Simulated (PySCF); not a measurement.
Input of a run (PBE0-D3(BJ)/def2-SVP geometry optimisation, gas phase, def2 core potentials past Kr (PySCF 2.14.0)), started from GFN2-xTB:
```
{"job": {"xc": "PBE0", "basis": "def2-SVP", "d3": "d3bj", "grid": 1, "maxiter": 40, "shake": 0.03, "kind": "geom"}, "charge": 0, "multiplicity": 1}
Sn     0.641970     1.829400     0.443540
H      0.451390     1.859660     2.094590
H      2.189550     1.966010     0.065810
C     -0.410140     3.555180    -0.441350
H     -0.198030     4.464480    -0.023300
H     -1.580170     3.433350    -0.245700
H     -0.325320     3.595770    -1.501320
N     -0.361030     0.295280    -0.246220
C     -0.074570    -1.098930     0.046330
C      0.135880    -1.355950     1.508230
C     -1.288050    -1.958200    -0.466900
C      1.204450    -1.525270    -0.763730
H     -0.774000     0.422700    -1.226610
H      0.211990    -2.399860     1.706210
H      1.024250    -0.859390     1.815370
H     -0.710610    -0.926620     2.055180
H     -2.157470    -1.599570     0.017770
H     -1.119900    -2.987020    -0.278050
H     -1.417850    -1.840900    -1.556430
H      1.963610    -0.922190    -0.426460
H      1.002950    -1.350520    -1.878120
H      1.427100    -2.642450    -0.655860
```

Output (energies in Eh, forces in Eh/bohr):
```
step   0  E = -468.08099332  max force = 0.067444
step   1  E = -468.11613839  max force = 0.018336
step   2  E = -468.11773383  max force = 0.010136
step   3  E = -468.11905092  max force = 0.002686
step   4  E = -468.11937979  max force = 0.002588
step   5  E = -468.11967272  max force = 0.001501
step   6  E = -468.11981500  max force = 0.000939
step   7  E = -468.11988687  max force = 0.000390
step   8  E = -468.11989641  max force = 0.000307
optimisation converged
```

Question: Summarise the run.

Answer: The energy falls by 24.4 kcal/mol over 9 energy and gradient evaluations, the largest force component goes from 0.0674 to 3.1e-04 Eh/bohr, and the atoms move by 0.178 Å rms after alignment. The bond that changes most is Sn1–H3 (ends: tin bonded to C, N and 2 H; hydrogen on tin), which lengthens by 0.130 Å. Bonds longer at the end by more than 0.005 Å: 12 of 21; shorter: 7. Among the angles that change most is H5–C4–H6, from 103.1° to 108.9°. Among the dihedrals that turn most is H3–Sn1–N8–C9, from 62° to 46°. The energy never rose by more than 1e-6 Eh on the way. The first step brought 90 % of the lowering.

Question: What are the final bond lengths?

Answer: Sn1–H2 1.716 Å, Sn1–H3 1.728 Å, Sn1–C4 2.146 Å, Sn1–N8 2.051 Å, C4–H5 1.099 Å, C4–H6 1.099 Å, C4–H7 1.099 Å, N8–C9 1.461 Å, N8–H13 1.019 Å, C9–C10 1.527 Å, C9–C11 1.532 Å, C9–C12 1.535 Å, C10–H14 1.100 Å, C10–H15 1.104 Å, C10–H16 1.100 Å, C11–H17 1.100 Å, C11–H18 1.101 Å, C11–H19 1.102 Å, C12–H20 1.102 Å, C12–H21 1.102 Å, C12–H22 1.102 Å. Numbering counts from 1 in the input's order; the species is SnH2Me(NHtBu) (`[H][Sn]([H])([CH3])[NH]C(C)(C)C`).

The run used 185 basis functions and 66 SCF cycles in all. On one thread, AMD EPYC (x86_64), on a shared host, this took 7.6 min wall and 0.83 GiB of memory at its peak.

Whether it is a minimum is left open (no frequencies). The numbers are those of one conformer.
